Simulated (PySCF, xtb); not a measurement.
Ga(H)(Me)2 (C2H7Ga), SMILES [GaH]([CH3])[CH3].

GFN2-xTB run with xtb at its own geometry gives an orbital gap of 4.94 eV and a dipole moment of 1.48 D.

Coordinates come from a PBE0-D3(BJ)/def2-SVP optimisation. The structure was generated by enumeration; whether it is a known compound was not checked.

Problem. What does B3LYP/def2-TZVPD (PySCF) give? (The exact figures need the calculation; the answer reports its results.)

Solution. gap 6.21 eV (levels -7.46 and -1.24 eV), dipole 0.58 D.
